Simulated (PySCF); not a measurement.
Compound: CHClF₂O₂S.
Numbering: `[O:1]=[S:2](=[O:3])([Cl:4])[CH:5]([F:6])[F:7]` (hydrogens: H8 on C5)

Cartesian coordinates in Å at the GFN2-xTB level; atoms count from 1:
```xyz
8
CHClF2O2S angstrom
O     -1.3096   -0.9055   -1.1533
S     -0.9066   -0.1995    0.0125
O     -1.3225   -0.6585    1.2917
Cl    -1.4170    1.7363   -0.1860
C      0.9549   -0.0892    0.0111
F      1.2853    0.7078    1.0227
F      1.2964    0.4902   -1.1358
H      1.4281   -1.0722    0.1126
```

The calculation used PySCF 2.14.0, density-fitted response routines, TDDFT B3LYP/def2-SVPD, vertical, gas phase, core orbitals frozen in the response.

Ground-to-excited transition dipoles (e·a0, same axes as the geometry; the sign carries no meaning), for the states with f of 0.002 or more among the lowest 8:

```json
{"state": "S1", "E (eV)": "5.671", "μx": "0.001", "μy": "-0.018", "μz": "-0.182"}
{"state": "S2", "E (eV)": "6.260", "μx": "-0.487", "μy": "0.447", "μz": "-0.048"}
{"state": "S3", "E (eV)": "6.469", "μx": "0.000", "μy": "-0.013", "μz": "-0.126"}
{"state": "S4", "E (eV)": "6.500", "μx": "-0.342", "μy": "0.044", "μz": "-0.006"}
{"state": "S5", "E (eV)": "7.349", "μx": "0.001", "μy": "-0.014", "μz": "-0.136"}
{"state": "S6", "E (eV)": "7.654", "μx": "0.178", "μy": "-0.721", "μz": "0.074"}
{"state": "S8", "E (eV)": "8.340", "μx": "0.029", "μy": "0.205", "μz": "-0.021"}
```

**Question.** What oscillator strength does each state have?

**Answer.** f = (2/3) ΔE |μ|² with ΔE in hartree (27.2114 eV).

```csv
state,|μ|² (au),|μ| (D),f
S1,0.033,0.47,0.005
S2,0.438,1.68,0.067
S3,0.016,0.32,0.003
S4,0.119,0.88,0.019
S5,0.019,0.35,0.003
S6,0.557,1.90,0.104
S8,0.043,0.53,0.009
```

**Question.** Label these states by symmetry in Cs.

**Answer.** The ground state is totally symmetric, so the direction of μ fixes the label. Polarised normal to the mirror plane, so A″: S1, S3 and S5. Polarised in the mirror plane, so A′: S2, S4, S6 and S8.

**Question.** Which bond between heavy atoms lies closest to the direction of the S6 transition dipole?

**Answer.** S2–Cl4, at 1° from it; next C5–F7 and C5–F6 at 64°.

**Question.** What angle do the transition dipoles of S4 and S6 make?

**Answer.** |cos θ| = |μa·μb| / (|μa| |μb|) = 0.36, so θ ≈ 69° (taken between 0 and 90°, since the signs are arbitrary).

**Question.** How is the summed strength of these states shared among x, y and z?

**Answer.** (2/3) Σ ΔE μα² gives 0.061 for x, 0.137 for y and 0.012 for z, 0.210 in all.

**Question.** What peak molar absorption coefficient would the strongest computed level give as a lone Gaussian band 0.5 eV wide at half height?

**Answer.** ε(max) = 2.175×10⁸ f / FWHM, with the width in cm⁻¹. S6: 2.175×10⁸ × 0.1044 / 4033 ≈ 5600 L mol⁻¹ cm⁻¹.

The run took 38 s of wall time on an Arm Neoverse N1 with one thread, no GPU, shared host with 64 logical CPUs at a one-minute load of 55, and the process peaked at 0.69 GiB of memory.

One conformer stands for the species.
